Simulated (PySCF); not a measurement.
# Rh: ionisation energy

Rh [Kr] 4d8 5s1 (4F) → Rh⁺ [Kr] 4d8 (3F), as a difference of total energies. Computed with PySCF 2.14 in def2-TZVPPD with the def2 core potential (28 electrons), with a scalar-relativistic core potential. Correlated levels: valence and next inner shell: nothing frozen outside the core potential. The calculations carry no spin-orbit coupling.

```tsv
method	ionisation energy (eV)	error (eV)
UHF	6.308	-1.171
MP2 (valence and next inner shell)	7.355	-0.124
SCS-MP2 (valence and next inner shell)	7.118	-0.361
CCSD (valence and next inner shell)	7.205	-0.274
CCSD(T) (valence and next inner shell)	7.288	-0.191
```

Reference: 7.479 eV (measured; NIST levels, between the centres of gravity of the two terms).

Errors of the correlated levels include the incompleteness of this basis.
